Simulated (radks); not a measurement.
Question: Tb16+, configuration [Kr] 4d10 4f3 (the NIST ground configuration). Method: Dirac Kohn-Sham, exchange-only PBE, spin-unpolarised, spherical densities, finite nucleus; open shells fill j = l - 1/2 first; Fermi nuclear charge, rms radius 5.06 fm; computed with a radial shooting solver on a logarithmic mesh with Libxc functionals. Some entries of the table are withheld. Estimate them.

orbital  occ.  eigenvalue (hartree)  r(max) (bohr)
1s1/2       2                   (1)        0.01364
2s1/2       2             -328.6181        0.07767
2p1/2       2                   (2)        0.05859
2p3/2       4                   (3)        0.06451
3s1/2       2             -83.23104         0.2200
3p1/2       2             -76.42333         0.2073
3p3/2       4             -70.75206         0.2197
3d3/2       4             -59.01443         0.1744
3d5/2       6             -57.77801         0.1779
4s1/2       2             -26.54730         0.5004
4p1/2       2             -23.84301         0.5030
4p3/2       4             -22.49309         0.5279
4d3/2       4             -17.99923         0.5288
4d5/2       6             -17.74035         0.5365
4f5/2       3             -12.26663         0.4979
4f7/2       0             -12.21746         0.5010

Answer: 
(1) 1s1/2 eigenvalue (hartree): -1916.763
(2) 2p1/2 eigenvalue (hartree): -312.9642
(3) 2p3/2 eigenvalue (hartree): -285.5275
